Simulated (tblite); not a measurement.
Compound: C8H9O (doublet state).
Z-matrix (Å and degrees, GFN2-xTB geometry), rows numbered from 1:
```
C 
C   1  1.3760
C   2  1.4259  1  121.70
C   3  1.3647  2  121.39  1  -179.79
C   4  1.4051  3  120.90  2    -0.00
O   5  1.3603  4  115.69  3   179.92
C   6  1.4059  5  118.88  4  -179.90
C   5  1.3985  4  119.06  3    -0.06
C   8  1.3716  5  120.28  4     0.02
H   1  1.0748  2  121.20  3     0.06
H   1  1.0749  2  121.33  3   179.97
H   3  1.0798  2  118.47  1     0.17
H   4  1.0790  3  121.31  2   180.00
H   7  1.0891  6  105.74  5  -179.72
H   7  1.0949  6  111.57  5    61.60
H   7  1.0948  6  111.57  5   -61.02
H   8  1.0795  5  120.65  4  -179.97
H   9  1.0802  2  118.44  1    -0.23
```

Computed with GFN2-xTB (tblite): harmonic, unscaled wavenumbers at the GFN2-xTB geometry, gas phase. Against measured fundamentals such values can be off by several per cent, at times by over 20. One conformer, not necessarily the lowest. Open shells enter through the occupations alone, without spin polarisation, and single modes of such species can be off by tens of per cent.

Harmonic wavenumbers (cm⁻¹): 79.7, 138.5, 220.8, 222.7, 318.4, 349.7, 359.4, 400.0, 473.3, 502.5, 539.0, 604.2, 665.1, 740.2, 745.8, 798.0, 831.7, 864.0, 890.7, 909.9, 952.3, 987.0, 1061.5, 1119.5, 1129.8, 1157.2, 1184.7, 1244.2, 1273.3, 1333.9, 1349.2, 1402.0, 1427.4, 1439.4, 1470.6, 1482.4, 1493.7, 1510.4, 1582.0, 2931.0, 2945.3, 3026.0, 3077.4, 3082.9, 3093.9, 3101.4, 3118.2, 3152.1.

A = 4863, B = 1033, C = 856.4 MHz; mass 121.065 u (most abundant isotopes); point group Cs, symmetry number 1; spin multiplicity 2.

Problem. What is the zero-point energy?

Solution. ½Σν̃ = 31391 cm⁻¹ = 375.52 kJ/mol.

Problem. What is S at 298.15 K and 1 bar for an ideal gas of classical rigid rotors and harmonic oscillators?

Solution. Translation 168.67, rotation 120.10, vibration 83.62, spin (R ln 2) 5.76: S = 378.2 J/(mol K).

Problem. And Cp and H(298.15 K) − H(0)?

Solution. Cp = 146.40 J/(mol K), of which vibrations give 113.15 (their classical limit is 48 R = 399.1); H(298.15 K) − H(0) = 24.77 kJ/mol without the zero-point energy, 14.85 from vibrations.

Problem. How do the functions run with temperature in this model?

Solution. 
| T (K) | S (J/(mol K)) | Cp (J/(mol K)) | H − H(0) (kJ/mol) | G − H(0) (kJ/mol) | ln q(vib) |
| --- | --- | --- | --- | --- | --- |
| 50 | 239.2 | 42.6 | 1.81 | -10.15 | 0.13 |
| 100 | 274.1 | 60.9 | 4.38 | -23.03 | 0.64 |
| 373.15 | 414.5 | 178.4 | 36.97 | -117.71 | 5.62 |
| 500 | 473.4 | 224.7 | 62.65 | -174.06 | 8.38 |
| 750 | 577.5 | 287.6 | 127.33 | -305.77 | 13.92 |
| 1000 | 666.0 | 327.3 | 204.54 | -461.50 | 19.24 |

q(vib) and H(0) count from the zero-point level.

Problem. What must be added to the electronic energy to get the Gibbs energy at 298.15 K and 1 bar?

Solution. ZPE + [H(298.15 K) − H(0)] − T·S = 375.52 + 24.77 − 112.75 = 287.54 kJ/mol.

Problem. Blend soft modes into free rotors: weight 1/[1 + (100 cm⁻¹/ν̃)⁴] for the oscillator and the rest for a rotor with moment μB/(μ + B), μ = h/(8π²ν), B = 10⁻⁴⁴ kg m². What vibrational entropy results?

Solution. 81.02 J/(mol K) in place of 83.62, which changes −T·S at 298.15 K by +0.77 kJ/mol.

Problem. Which modes carry the vibrational entropy at 298.15 K?

Solution. 79.7 cm⁻¹: 16.31; 138.5 cm⁻¹: 11.82; 220.8 cm⁻¹: 8.17; 222.7 cm⁻¹: 8.10; 318.4 cm⁻¹: 5.52; 349.7 cm⁻¹: 4.88 J/(mol K); the other 42 give 28.81 together.

Hindered rotation and anharmonicity are outside this model. Other conformers, if any are populated, would add a mixing term that is left out.
